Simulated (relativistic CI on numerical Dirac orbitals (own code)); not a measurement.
## Ca4+: calculation against measurement

Computed by Dirac-Coulomb-Breit CI, separate exchange-only KLI orbitals for each configuration, a model potential for QED, valence Slater integrals scaled by 0.85, P86 correlation energy added to each configuration (own radial code, finite nucleus).

Configuration list (outside the closed core [Ne]): 3s²3p⁴, 3s3p⁵, 3s²3p³3d, 3p⁶, 3s3p⁴3d, 3s²3p³4s, 3s²3p³4p, 3s²3p³4d, 3p⁵3d, 3s3p³3d², 3s²3p³4f, 3s²3p³5s, 3s²3p³5p, 3s3p⁴4s, 3s²3p²3d², 3s²3p3d³, 3s3p²3d³, 3s²3p3d²4s, 3s²3p3d²4p, 3s²3p3d²4d. Double excitations out of closed p, d and f shells are left out; levels of such configurations are missing from the list, as are those of other unlisted configurations, and high levels can miss mixing partners. These lack a partner that the ground configuration has and come out too high: 3s²3p³4f, 3s²3p³5s, 3s²3p³5p, 3s3p⁴4s.

```tsv
Configuration	Term (tabulated)	J	Measured (cm⁻¹)	Computed	Error	Purity (%)
3s²3p⁴	3P	2	0.0	0	0	96
3s²3p⁴	3P	1	2404.7	2391	-14	97
3s²3p⁴	3P	0	3275.6	3233	-42	96
3s²3p⁴	1D	2	18830.3	18341	-489	96
3s²3p⁴	1S	0	43836.5	40268	-3569	95
3s3p⁵	3P°	1	156760.2	162061	5301	78
3s3p⁵	3P°	0	157900.5	163195	5295	78
3s²3p³3d	1D°	2	254124.0	257762	3638	95
3s²3p³3d	1F°	3	283955.0	288224	4269	96
3s²3p³3d	3S°	1	293785.0	296859	3074	93
3s²3p³4s	3D°	2	369696.0	386140	16444	97
3s²3p³4s	3D°	3	369959.0	386448	16489	99
3s²3p³4s	1D°	2	374728.0	391136	16408	96
3s²3p³4s	3P°	0	387039.0	400792	13753	98
3s²3p³4s	3P°	1	387226.0	401015	13789	97
3s²3p³4s	3P°	2	387652.0	401570	13918	93
3s²3p³4s	1P°	1	392283.0	406139	13856	96
```

Measured levels from Sugar and Corliss, J. Phys. Chem. Ref. Data 8, 865 (1979); pairs were made by configuration, J and term (by order where the table uses no LS term), so strongly mixed levels may be paired wrongly.

Mean error by configuration (cm⁻¹): 3s²3p⁴ -1028; 3s3p⁵ 5298; 3s²3p³3d 3660; 3s²3p³4s 14951. Over the excited levels the mean absolute error is 8147 cm⁻¹ (16 of the 22 excited levels that our extract of the source holds in range could be paired, and the others can miss by more), and the median relative error of those above 1,000 cm⁻¹ is 3.5 %.
